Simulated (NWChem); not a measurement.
B$_{3}$H$_{2}$O$_{3}$, doublet; SMILES [B]1OBOBO1

```xyz
8

B      0.0000     0.0000     1.4355
O     -1.1988     0.0000     0.7650
B     -1.2026     0.0000    -0.6234
O      0.0000     0.0000    -1.3030
B      1.2026     0.0000    -0.6234
O      1.1988     0.0000     0.7650
H     -2.2491     0.0000    -1.2284
H      2.2491     0.0000    -1.2284
```
Atoms are numbered in this order, from 1.

Level: PBE-D3(BJ)/def2-SVP, spin-unrestricted (NWChem), optimised geometry, unscaled harmonic frequencies. In the optimisation the excess spin sits in a1 (C2v, its own frame).

**Question.** List the harmonic frequencies with IR intensities, and the thermochemistry.

**Answer.** 
```
frequency (cm⁻¹)  IR intensity (km/mol)
----------------  ---------------------
195                                 0.0
226                                 0.9
417                                 0.0
509                                14.6
520                                12.9
772                                 0.0
875                                81.8
878                                 0.0
970                                 2.4
979                                 0.1
1027                                3.0
1109                                3.9
1174                               13.6
1183                               43.6
1357                              646.9
1372                              675.1
2623                              207.1
2632                               70.0
```

```yaml
zero_point_energy: 26.9 kcal/mol
thermal correction to the enthalpy at 298.15 K (with zero-point energy): 30.6 kcal/mol
heat capacity Cv: 17.4 cal/(mol K)
"entropy at 298.15 K and 1 atm (symmetry number 2, electronic part: spin degeneracy alone)": 71.9 cal/(mol K)
dipole_moment: 0.72 D
```

Rigid rotor and harmonic oscillator.
